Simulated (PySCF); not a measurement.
B(CCH)(F)(H) (C₂H₂BF), SMILES C#CBF.

Geometry optimised at PBE-D3(BJ)/def2-SVP.

Level of theory: ωB97X/def2-TZVPD in PySCF.

Symmetry labels are those of the subgroup Cs that the program uses (full group Cs).

Computed valence orbital energies around the gap with their symmetry:
| orbital | symmetry | energy (eV) |
|---|---|---|
| HOMO−7 | A' | -19.54 |
| HOMO−6 | A' | -18.04 |
| HOMO−5 | A' | -16.58 |
| HOMO−4 | A' | -16.07 |
| HOMO−3 | A" | -15.74 |
| HOMO−2 | A' | -12.72 |
| HOMO−1 | A" | -11.28 |
| HOMO | A' | -10.98 |
| LUMO | A" | 0.22 |
| LUMO+1 | A' | 1.55 |
| LUMO+2 | A' | 2.23 |
| LUMO+3 | A' | 2.52 |
